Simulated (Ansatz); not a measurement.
Reaction (formal loss of a carbene): `C[Se][Al]([F])[Cl]` → `[CH2]` (triplet) + `[F][Al]([Cl])[SeH]`

Isolated molecules relaxed with PBE0-D4/def2-TZVP in Ansatz; ΔE leaves out vibrations. CBS: MP2 limit from def2 TZ/QZ plus the TZ coupled-cluster correction, frozen cores. This one scheme is used for every species. Functionals use def2-TZVPP. Triplets are unrestricted, without spin–orbit coupling. For Se outer-core shells are correlated without core-valence functions, which leaves a few kJ/mol of doubt a bond. Scalar relativity is left out up to krypton. Each species was taken in one conformer, which may not be the lowest.

```json
{"level": "ωB97X-V", "ΔE (kJ/mol)": "435.2"}
{"level": "ωB97M-V", "ΔE (kJ/mol)": "427.3"}
{"level": "CCSD/def2-SVP", "ΔE (kJ/mol)": "386.7"}
{"level": "CCSD(T)/def2-TZVPP", "ΔE (kJ/mol)": "414.9"}
```

Question: What does CCSD(T)/CBS give? (Estimate.)

Answer: Ansatz gave: +426.2 kJ/mol. The listed levels differ from it by 9.0, 1.1, -39.5, -11.3 kJ/mol.

Largest T1 diagnostic among the species: 0.011.

The D4 term adds +11.9 kJ/mol with B3LYP and +6.4 kJ/mol with PBE0; it sums over pairs of atoms, weighted by their polarisabilities, and B3LYP, whose exchange is more repulsive, gets the larger term. From PBE to PBE0 (25 % exact exchange), in def2-TZVPP and without D4, ΔE moves by −9.7 kJ/mol. In def2-TZVPP, CCSD(T) changes the Hartree–Fock value by +139.1 kJ/mol (the triples alone add +12.5 kJ/mol) and MP2 by +154.2 kJ/mol.

B3LYP here is the variant with VWN-RPA as its local correlation; programs differ in this.
